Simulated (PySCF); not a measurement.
## Heteronuclear NMR

Bonds (- single, = double, # triple, : aromatic): C1-C2, C2-O3, O3-Si4, Si4-C5, C5=C6, C6-O7, O7-C8. C1 carries H9, H10, H11; C2 carries H12, H13; Si4 carries H14, H15; C5 carries H16; C6 carries H17; C8 carries H18, H19, H20. Stereochemistry as in CCO[SiH2]/C=C/OC.

No relativistic terms, rapidly exchanging positions averaged, no solvent, single conformer. GFN2-xTB structure; σ from GIAO-PBE0/pcSseg-1; PySCF.

(1) Where does 29Si resonate?

(2) Where does 17O resonate?

Answers

(1) 
```csv
atoms,environment,σ (ppm),δ (ppm)
Si4,"silicon bonded to C, O, 2 H",375.1,-28.3
```

Shieldings were converted by a linear fit to measured shifts: 29Si: δ = 279.94 − 0.822σ (rms 8.9 ppm, 72 shifts, 25.8 ppm with the 6 outliers that the fit left out vs TMS, solution or neat liquid). Occasional misses reach two or three times the rms, and more in compound classes unlike the fitted ones.

On a 600 MHz spectrometer 29Si resonates near 119.2 MHz, so 1 ppm is 119.2 Hz.

(2) 
| atoms | environment | σ (ppm) | δ (ppm) |
| --- | --- | --- | --- |
| O7 | ether oxygen | 196.7 | 87.5 |
| O3 | oxygen bonded to C, Si | 307.2 | -13.1 |

Shieldings were converted by a linear fit to measured shifts: 17O (scatter 10.7 ppm rms, 12.2 ppm with the 3 outliers that the fit left out vs liquid water, solution or neat liquid). A few per cent of atoms miss by over 2 rms, more outside the fitted compound classes.

On a 600 MHz spectrometer 17O resonates near 81.3 MHz, so 1 ppm is 81.3 Hz.
